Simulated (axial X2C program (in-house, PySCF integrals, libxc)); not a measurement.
**Bond lengths and stretching modes, held linear, of OSbO**

Computed with an in-house all-electron X2C program for linear molecules (integrals from PySCF): two-component X2C with atomic mean-field Coulomb and Gaunt terms, Gaussian nuclei, basis O dyall-av3z, Sb dyall-v3z with contracted cores. Spin-free rows use the one-electron spin-free X2C Hamiltonian.

Masses O 15.995, Sb 120.904, O 15.995 u. States: 2c Ω = 1/2 (beyond evenly filled blocks: ω = 1/2); spin-free M_S = 1/2, Λ = 0 (beyond evenly filled blocks: σα).

PBE, 2c: energies above the lowest point

```json
{"r(O–Sb) (Å)": "1.8047", "r(Sb–O) (Å)": "1.8047", "E (meV)": "204.14"}
{"r(O–Sb) (Å)": "1.8047", "r(Sb–O) (Å)": "1.8510", "E (meV)": "114.91"}
{"r(O–Sb) (Å)": "1.8047", "r(Sb–O) (Å)": "1.8973", "E (meV)": "90.66"}
{"r(O–Sb) (Å)": "1.8510", "r(Sb–O) (Å)": "1.8047", "E (meV)": "114.91"}
{"r(O–Sb) (Å)": "1.8510", "r(Sb–O) (Å)": "1.8510", "E (meV)": "31.12"}
{"r(O–Sb) (Å)": "1.8510", "r(Sb–O) (Å)": "1.8973", "E (meV)": "12.57"}
{"r(O–Sb) (Å)": "1.8510", "r(Sb–O) (Å)": "1.9436", "E (meV)": "43.51"}
{"r(O–Sb) (Å)": "1.8973", "r(Sb–O) (Å)": "1.8047", "E (meV)": "90.66"}
{"r(O–Sb) (Å)": "1.8973", "r(Sb–O) (Å)": "1.8510", "E (meV)": "12.57"}
{"r(O–Sb) (Å)": "1.8973", "r(Sb–O) (Å)": "1.8973", "E (meV)": "0.00"}
{"r(O–Sb) (Å)": "1.9436", "r(Sb–O) (Å)": "1.8510", "E (meV)": "43.51"}
{"r(O–Sb) (Å)": "1.9436", "r(Sb–O) (Å)": "1.9436", "E (meV)": "80.62"}
```

Q: Fit a quadratic surface with cubic terms in each bond: where is the minimum, and what are the two stretching wavenumbers?

A: At PBE, 2c: bonds 1.885 and 1.885 Å; harmonic stretches 687.7 and 691.8 cm⁻¹; force constants 4.01, 4.01 and coupling 0.45 mdyn/Å.

The other levels and Hamiltonians give:

```csv
Hamiltonian,level,r(O–Sb) (Å),r(Sb–O) (Å),lower stretch (cm⁻¹),upper stretch (cm⁻¹)
2c,PBE0,1.854,1.854,699.1,742.9
spin-free,PBE0,1.853,1.853,701.3,745.3
spin-free,PBE,1.884,1.884,689.4,693.7
```

Each state is one determinant, the lowest of a limited PBE0 search; the stretches come from a fit to these few points and carry an uncertainty of a few per cent. Other orders of the atoms were not compared. Left out for rough or failed fits: HF 2c, MP2 2c, HF spin-free, MP2 spin-free. The molecule was held linear; bending was not examined, so a bent shape may lie lower.
